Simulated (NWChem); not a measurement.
A series in which one site is exchanged, each optimised at PBE0/def2-SVP with NWChem, gas phase unless a solvent is named. This build's default masses of Se (78.918 u) and Br (79.917 u) are each other's, which moves their modes by up to 0.6 %. Shieldings are non-relativistic GIAO values without spin-orbit effects.

A: Br[SiH](C)F (CH$_{4}$BrFSi; site = F)
B: C[SiH](Cl)Br (CH4BrClSi; site = Cl)
C: [SiH2](C)Br (CH5BrSi; site = H)
D: [SiH](C)(Br)Br (CH$_{4}$Br$_{2}$Si; site = Br)

### Question
Rank them by 29Si shift against tetramethylsilane, KT2/pcSseg-1 (ppm), lowest first.

### Answer
C (-5.9), A (33.0), B (36.9), D (41.5)
